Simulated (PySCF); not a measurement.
Run record for `C=C1C[C@@H](NC=O)C1=C`: HCTH407/cc-pVDZ, full TDDFT, 1 singlet.

Method: TDDFT HCTH407/cc-pVDZ, vertical, gas phase, core orbitals frozen in the response (PySCF 2.14.0, density-fitted response routines). Geometry: GFN2-xTB. The input is one job of a driver script: a line of settings, then coordinates in Å.

Command:
```bash
OMP_NUM_THREADS=1 python probes_run.py task.json out
```

Input:
```
{"job": {"kind": "uv", "xc": "HCTH407", "basis": "cc-pVDZ", "nstates": 1, "ntriplets": 0, "tda": false}, "charge": 0, "multiplicity": 1}
C     -2.814102     0.082013    -0.809041
C     -1.537253    -0.104567    -0.518853
C     -0.599419    -1.282818    -0.641603
C      0.490511    -0.432194     0.060227
N      1.717316    -0.227826    -0.664045
C      2.924023    -0.536800    -0.154728
O      3.122026    -1.020003     0.930814
C     -0.484375     0.730765     0.062056
C     -0.369715     2.005106     0.398031
H     -3.301205     1.024576    -0.627140
H     -3.416040    -0.702332    -1.236154
H     -0.354632    -1.549029    -1.669426
H     -0.903607    -2.180421    -0.107688
H      0.769773    -0.791811     1.053139
H      1.646613     0.194159    -1.576588
H      3.741928    -0.295325    -0.860592
H      0.551815     2.400898     0.791078
H     -1.192416     2.691926     0.294098
```

Output:
```
coarse grid: 15336 points
cycle   1  E = -401.8250146966  dE =  1.362e+00  |g| = 9.875e-01  |ddm| = 8.987e+00
cycle   2  E = -399.6668576080  dE =  2.158e+00  |g| = 2.903e+00  |ddm| = 5.448e+00
cycle   3  E = -401.9473319746  dE = -2.280e+00  |g| = 6.014e-01  |ddm| = 4.513e+00
cycle   4  E = -402.0359724903  dE = -8.864e-02  |g| = 2.235e-01  |ddm| = 1.320e+00
cycle   5  E = -402.0426417258  dE = -6.669e-03  |g| = 1.438e-01  |ddm| = 4.577e-01
cycle   6  E = -402.0473438285  dE = -4.702e-03  |g| = 3.753e-02  |ddm| = 2.332e-01
cycle   7  E = -402.0476281346  dE = -2.843e-04  |g| = 2.002e-02  |ddm| = 7.250e-02
cycle   8  E = -402.0477322612  dE = -1.041e-04  |g| = 2.643e-03  |ddm| = 2.946e-02
cycle   9  E = -402.0477336253  dE = -1.364e-06  |g| = 1.302e-03  |ddm| = 6.122e-03
final grid: 149008 points
cycle  10  E = -402.0596053961  dE = -9.678e-05  |g| = 1.119e-02  |ddm| = 1.447e-01
cycle  11  E = -402.0595158844  dE =  8.951e-05  |g| = 2.229e-02  |ddm| = 5.635e-02
cycle  12  E = -402.0596273144  dE = -1.114e-04  |g| = 7.297e-03  |ddm| = 3.770e-02
cycle  13  E = -402.0596395171  dE = -1.220e-05  |g| = 5.122e-04  |ddm| = 9.856e-03
cycle  14  E = -402.0596395521  dE = -3.502e-08  |g| = 3.763e-04  |ddm| = 1.320e-03
cycle  15  E = -402.0596395884  dE = -3.632e-08  |g| = 1.020e-04  |ddm| = 6.410e-04
cycle  16  E = -402.0596395913  dE = -2.861e-09  |g| = 1.786e-05  |ddm| = 1.836e-04
cycle  17  E = -402.0596395913  dE = -3.524e-11  |g| = 1.272e-05  |ddm| = 4.291e-05
converged SCF energy = -402.0596395913

Static polarisability (au): isotropic 87.329, principal 56.826 85.959 119.204

Singlet excitations
state   eV       nm        f      main configurations
  1   3.5957    344.8   0.01597   H->L 0.79, H-1->L 0.20
```

The SCF starts on a coarse grid where the log names one; the energy can jump when the final grid takes over, and dE then counts from the start density on the new grid. H and L stand for HOMO and LUMO; the number after each pair is its weight.

Task: How does the lowest singlet excitation compare with the HOMO–LUMO gap?

Result: HOMO -5.68 eV and LUMO -2.22 eV give a gap of 3.46 eV; S1 at 3.60 eV lies 0.14 eV above it.

Task: Give S1 in cm⁻¹ and kJ/mol.

Result: 3.5957 eV × 8065.54 = 29001 cm⁻¹; × 96.485 = 346.9 kJ/mol.

In short: SCF converged in 17 cycles with 171 basis and 913 fitting functions; HOMO -5.68 eV, LUMO -2.22 eV; lowest singlet 3.60 eV; mean polarisability 87.3 au.

The run took 27 s on Intel Xeon 6975P-C, one thread, no GPU, shared host with 192 logical CPUs at a one-minute load of 69, and the process peaked at 0.64 GiB of memory.

Conformer computed: `[CH2:1]=[C:2]1[CH2:3][C@@H:4]([NH:5][CH:6]=[O:7])[C:8]1=[CH2:9]`: C3–C4–N5–C6 -125°, C4–N5–C6–O7 1°.

One conformer stands for the species.
